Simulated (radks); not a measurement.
Species: Yb II. Configuration: [Xe] 4f14 6s1.

All-electron calculation, scalar-relativistic Kohn-Sham, LDA (Slater exchange, Perdew-Zunger correlation), spin-polarised, spherical densities, point nucleus; open shells are filled with parallel spins first (spin-orbit coupling, left out, can overturn this in heavy ions). Program: a radial shooting solver on a logarithmic mesh with Libxc functionals.

Energy parts (hartree):
total: -14050.9372
kinetic: 15310.6117
electron-nucleus: -34581.1665
Hartree: 5503.6199
exchange-correlation: -284.0023

Orbitals (lengths in bohr, moments of r in powers of bohr; r(max) is where P^2 peaks):
orbital  occ.  eigenvalue (hartree)   r(max)       <r^4>   <1/r>
1s up       1             -2249.013  0.01238   7.568e-07   80.60
1s down     1             -2249.013  0.01238   7.568e-07   80.60
2s up       1             -381.2867  0.07063   0.0001163   18.79
2s down     1             -381.2865  0.07063   0.0001163   18.79
2p up       3             -336.1953  0.05757  0.00008927   17.26
2p down     3             -336.1951  0.05757  0.00008927   17.26
3s up       1             -86.11227   0.1996    0.004357   6.939
3s down     1             -86.11234   0.1996    0.004357   6.939
3p up       3             -72.52198   0.1967    0.004623   6.461
3p down     3             -72.52205   0.1967    0.004623   6.461
3d up       5             -55.94851   0.1602    0.003601   6.122
3d down     5             -55.94852   0.1602    0.003601   6.122
4s up       1             -17.11755   0.4552      0.1056   2.937
4s down     1             -17.11773   0.4552      0.1056   2.937
4p up       3             -12.65478   0.4764      0.1407   2.679
4p down     3             -12.65488   0.4764      0.1406   2.679
4d up       5              -6.78168   0.4909      0.2184   2.367
4d down     5              -6.78164   0.4909      0.2183   2.367
4f up       7              -0.36860   0.4825       2.939   1.731
4f down     7              -0.36750   0.4824       2.696   1.734
5s up       1              -2.27773    1.070       4.096   1.099
5s down     1              -2.27578    1.069       4.069   1.100
5p up       3              -1.26695    1.232       9.323  0.9005
5p down     3              -1.26279    1.231       9.101  0.9032
6s up       1              -0.36218    3.042       280.1  0.3595
6s down     0              -0.33239    3.016       297.2  0.3591

The highest occupied level is 6s up at -9.855 eV. The density falls to 0.001 e/bohr^3 at r = 4.32 bohr. Summed over all electrons, <r^2> = 50.32 bohr^2, which gives a Langevin (diamagnetic) susceptibility term of -39.9 x 10^-6 cm^3/mol. For comparison, the ionisation energy in NIST's Atomic Spectra Database is 12.179 eV (measured). In exact Kohn-Sham theory the highest level is minus the ionisation energy, but local and semilocal functionals leave it too shallow, through self-interaction and a potential that decays too fast; potentials with the right tail come closer.
